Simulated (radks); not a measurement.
The numbers below are computed, except where a source is named.
Excited configurations of As3+: one electron is placed in a higher orbital outside [Ar] 3d10 4s1. The ground configuration is [Ar] 3d10 4s2. Code: a radial shooting solver on a logarithmic mesh with Libxc functionals. Model: Dirac Kohn-Sham, PBE, spin-unpolarised, spherical densities, finite nucleus; open shells fill j = l - 1/2 first; Fermi nuclear charge, rms radius 4.0968 fm. Excitation = E - E(ground); binding = E(ion) - E, where the ion is the core of charge +4; n* = 4/sqrt(2 binding) in atomic units, and the quantum defect is n - n*.

outer orbital  excitation (eV)  binding (eV)     n*  quantum defect  eigenvalue (eV)  <r> (bohr)
4p1/2                   11.284        39.363  2.352           1.648          -33.916       1.986
5s1/2                   28.062        22.585  3.105           1.895          -20.049       3.704
5p1/2                   31.635        19.012  3.384           1.616          -16.787       4.176
5d3/2                   37.081        13.566  4.006           0.994          -11.884       5.428
5f5/2                   41.322         9.325  4.832           0.168           -8.079       7.368
6s1/2                   37.545        13.102  4.076           1.924          -11.677       6.371
6p1/2                   39.183        11.463  4.358           1.642          -10.184       7.053
6d3/2                   41.851         8.796  4.975           1.025           -7.811       8.750
7s1/2                   42.089         8.558  5.044           1.956           -7.688       9.745
7p1/2                   42.964         7.683  5.323           1.677           -6.888       10.63
7d3/2                   44.470         6.177  5.937           1.063           -5.526       12.79

Estimate the row for 7f5/2.

Answer. excitation (eV) 45.823; binding (eV) 4.824; n* 6.718; quantum defect 0.282; eigenvalue (eV) -4.309; <r> (bohr) 15.81. The Delta-SCF ionisation energy is 50.647 eV (NIST Atomic Spectra Database: 50.2 eV, measured). Self-interaction in the functional shifts the binding energies and quantum defects, so they are the method's values and not measured ones. Spin polarisation and multiplet splitting are left out, so open shells lie too high by an amount that depends on their filling.

Beside tabulated values, note that spin-unpolarised runs miss the spin-polarisation part of the exchange energy of open shells.
